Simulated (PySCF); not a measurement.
Computed Raman spectrum (relative Raman activity) of a molecule C4H5Br. The structure is a stationary point at r2SCAN-D4/def2-SVP. Other conformers were not sampled. Method: r2SCAN-D4/def2-SVP (PySCF). Frequencies are harmonic and unscaled.

ν (cm⁻¹): 62 (vw), 193 (vw), 478 (w), 655 (w), 886 (vw), 1014 (w), 1130 (w), 1162 (m), 1208 (w), 1341 (w), 1438 (vw), 1462 (vw), 2060 (w), 3100 (s), 3121 (vs), 3140 (s), 3189 (m), 3212 (s) (against the strongest line: vs over 80 %, s over 45 %, m over 15 %, w over 4 %, vw less)

Q: Identify the compound among the candidates.
(A) C=C=CCBr
(B) C=C/C=C/Br
(C) BrC1=CCC1
(D) C=C=C(C)Br

A: A, C=C=CCBr
